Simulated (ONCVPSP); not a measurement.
**An all-electron radial function and its pseudo partner (titanium)**

Columns: radius, all-electron u(r) and pseudo u(r) of the 3p shell (level -38.78 eV) of titanium in the configuration [Ne] 3s2 3p6 3d2 4s2; LDA (Perdew-Zunger), scalar-relativistic, ONCV scheme, ONCVPSP 4.0.1.

```json
{"r (bohr)": "0.088", "all-electron": "-0.3534", "pseudo": "0.0257"}
{"r (bohr)": "0.175", "all-electron": "-0.5311", "pseudo": "0.0993"}
{"r (bohr)": "0.262", "all-electron": "-0.3829", "pseudo": "0.2141"}
{"r (bohr)": "0.350", "all-electron": "-0.0733", "pseudo": "0.3590"}
{"r (bohr)": "0.438", "all-electron": "0.2615", "pseudo": "0.5162"}
{"r (bohr)": "0.525", "all-electron": "0.5485", "pseudo": "0.6677"}
{"r (bohr)": "0.612", "all-electron": "0.7664", "pseudo": "0.8030"}
{"r (bohr)": "0.700", "all-electron": "0.9139", "pseudo": "0.9133"}
{"r (bohr)": "0.788", "all-electron": "0.9972", "pseudo": "0.9887"}
{"r (bohr)": "0.875", "all-electron": "1.0287", "pseudo": "1.0239"}
{"r (bohr)": "0.962", "all-electron": "1.0223", "pseudo": "1.0211"}
{"r (bohr)": "1.050", "all-electron": "0.9886", "pseudo": "0.9884"}
{"r (bohr)": "1.138", "all-electron": "0.9368", "pseudo": "0.9367"}
{"r (bohr)": "1.225", "all-electron": "0.8750", "pseudo": "0.8749"}
{"r (bohr)": "1.312", "all-electron": "0.8076", "pseudo": "0.8075"}
{"r (bohr)": "1.400", "all-electron": "0.7378", "pseudo": "0.7377"}
{"r (bohr)": "1.487", "all-electron": "0.6695", "pseudo": "0.6695"}
{"r (bohr)": "1.575", "all-electron": "0.6032", "pseudo": "0.6031"}
{"r (bohr)": "1.662", "all-electron": "0.5413", "pseudo": "0.5412"}
{"r (bohr)": "1.750", "all-electron": "0.4830", "pseudo": "0.4830"}
{"r (bohr)": "1.838", "all-electron": "0.4295", "pseudo": "0.4294"}
{"r (bohr)": "1.925", "all-electron": "0.3812", "pseudo": "0.3812"}
{"r (bohr)": "2.012", "all-electron": "0.3376", "pseudo": "0.3375"}
{"r (bohr)": "2.100", "all-electron": "0.2978", "pseudo": "0.2978"}
{"r (bohr)": "2.188", "all-electron": "0.2622", "pseudo": "0.2622"}
{"r (bohr)": "2.275", "all-electron": "0.2309", "pseudo": "0.2308"}
```

**Question.** How many radial nodes do the two functions have?

**Answer.** The all-electron 3p function has n − l − 1 = 1; the pseudo-wave has 0, since the states of the same l below it are removed with the core.

**Question.** At about which radius was the pseudo-wave matched?

**Answer.** 1.10 bohr, where the columns begin to agree (steps of 0.09 bohr).

**Question.** Where does each function peak?

**Answer.** Outermost all-electron maximum near 0.88 bohr, pseudo maximum near 0.88 bohr (to the table’s step).

**Question.** Is the pseudo-wave norm-conserving?

**Answer.** Yes: the ONCV scheme keeps the norm inside the radius equal to the all-electron one, which fixes the energy derivative of the logarithmic derivative at the level.
